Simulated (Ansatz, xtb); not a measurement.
**Isomers of AlF2HNSi in order of energy**

8 gas-phase structures of AlF2HNSi, found in a search over its isomers (lower ones may exist). Each was relaxed with GFN2-xTB; where two conformers were screened, the lower at r2SCAN-D4/def2-SVP is listed:

A. `[F][Al][N]=[SiH]F`, a doublet
B. `[F][Al]1[NH][Si]1F`, a doublet
C. `[F][Al-]1([F])[NH+]=[Si]1`, a doublet
D. a doublet given by its coordinates
E. `[H]/[Si]=[N]\[Al]([F])[F]`, a doublet
F. `[H]/N=[Si]/[Al]([F])[F]`, a doublet
G. `[H]/[Si]=[N]/[Al]([F])[F]`, a doublet
H. a doublet given by its coordinates

D (Å):

```xyz
6

Al   -1.4746   -0.7870    1.0405
F    -0.8683    0.6986    1.4425
F    -1.1232   -1.9480    2.1596
N    -2.1883   -1.1334   -0.5918
Si   -3.6283   -0.3898   -0.3303
H    -4.5482   -0.0379   -1.4283
```

Close contacts (Å): Al1–F2 1.65, Al1–F3 1.65, Al1–N4 1.81, Al1–Si5 2.58, N4–Si5 1.64, Si5–H6 1.48.

H (Å):

| atom | x (Å) | y (Å) | z (Å) |
| --- | --- | --- | --- |
| Al | -2.0216 | 1.3390 | -0.4167 |
| F | -2.6424 | -3.0473 | 0.1804 |
| F | -2.8841 | 2.5040 | -1.2644 |
| N | -2.0370 | -0.2716 | 0.4108 |
| Si | -2.1804 | -1.7560 | 1.0209 |
| H | -1.9562 | -2.3259 | 2.3236 |

Close contacts (Å): Al1–F3 1.68, Al1–N4 1.81, F2–Si5 1.61, N4–Si5 1.61, Si5–H6 1.44.

Problem. Estimate their order in r2SCAN-D4/def2-SVP energy at these geometries, lowest first.

Solution. Calculated order at r2SCAN-D4/def2-SVP: C (0.0), G (62.4), B (86.9), E (91.2), D (91.4), F (141.2), H (146.6), A (147.0) kJ/mol. Less than 1 kcal/mol parts E and D; H and A, so the order within those pairs means little.

Energies above the lowest of each column, in kJ/mol:

```json
{"structure": "C", "GFN2-xTB": "0.0", "HF/STO-3G": "0.0", "r2SCAN-D4/def2-SVP": "0.0"}
{"structure": "G", "GFN2-xTB": "51.8", "HF/STO-3G": "12.8", "r2SCAN-D4/def2-SVP": "62.4"}
{"structure": "B", "GFN2-xTB": "86.5", "HF/STO-3G": "121.3", "r2SCAN-D4/def2-SVP": "86.9"}
{"structure": "E", "GFN2-xTB": "51.2", "HF/STO-3G": "103.8", "r2SCAN-D4/def2-SVP": "91.2"}
{"structure": "D", "GFN2-xTB": "62.1", "HF/STO-3G": "58.4", "r2SCAN-D4/def2-SVP": "91.4"}
{"structure": "F", "GFN2-xTB": "36.7", "HF/STO-3G": "137.6", "r2SCAN-D4/def2-SVP": "141.2"}
{"structure": "H", "GFN2-xTB": "82.0", "HF/STO-3G": "315.5", "r2SCAN-D4/def2-SVP": "146.6"}
{"structure": "A", "GFN2-xTB": "82.7", "HF/STO-3G": "316.1", "r2SCAN-D4/def2-SVP": "147.0"}
```

Every level run on C puts it lowest or level with the lowest. Some further structures that were screened fall inside this span and aren't listed. Flexible structures stand in one conformer each, not always the lowest. Frequencies (B3LYP-D3(BJ)/def2-SVP) were run for C, G alone. Open shells are spin-unrestricted, some with notable spin contamination.

Over these structures GFN2-xTB departs from r2SCAN-D4/def2-SVP by 29.1 kJ/mol on average once a common shift is removed. A GFN2-xTB relaxation took about 0.15 s and the r2SCAN-D4/def2-SVP energy about 2.9 s on a shared host (Ansatz 0.2.0, xtb 6.7.1).
